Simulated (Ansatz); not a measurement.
`NB([SiH3])C[SiH3]` and `NB(F)[SiH3]` differ in one atom or group.

Ansatz, PBE0-D4/def2-TZVP geometries, multiplicity 1. Each molecule was computed in one conformer, which needn't be the lowest.

| property | `NB([SiH3])C[SiH3]` |
| --- | --- |
| HOMO energy (PBE0/def2-TZVPP) / eV | -7.75 |
| LUMO energy (ωB97M-V/def2-TZVPP) / eV | 1.48 |
| HOMO–LUMO gap (ωB97M-V/def2-TZVPP) / eV | 11.37 |
| HOMO energy (PBE/def2-TZVPP) / eV | -6.55 |
| LUMO energy (PBE0/def2-TZVPP) / eV | -0.42 |
| LUMO energy (PBE/def2-TZVPP) / eV | -1.33 |

(1) What does the change do to each property? (Estimate.)

Results:

(1) Computed: 
```json
{"property": "HOMO energy (PBE0/def2-TZVPP) / eV", "`NB(F)[SiH3]`": "-8.34", "shift": "-0.59"}
{"property": "LUMO energy (ωB97M-V/def2-TZVPP) / eV", "`NB(F)[SiH3]`": "1.76", "shift": "0.28"}
{"property": "HOMO–LUMO gap (ωB97M-V/def2-TZVPP) / eV", "`NB(F)[SiH3]`": "12.28", "shift": "0.91"}
{"property": "HOMO energy (PBE/def2-TZVPP) / eV", "`NB(F)[SiH3]`": "-6.99", "shift": "-0.44"}
{"property": "LUMO energy (PBE0/def2-TZVPP) / eV", "`NB(F)[SiH3]`": "-0.18", "shift": "0.24"}
{"property": "LUMO energy (PBE/def2-TZVPP) / eV", "`NB(F)[SiH3]`": "-1.09", "shift": "0.24"}
```

With PBE0 the HOMO falls by 0.59 eV and the LUMO rises by 0.24 eV, so the gap widens by about 0.83 eV. PBE moves the HOMO by -0.44 eV and ωB97M-V by -0.63 eV.
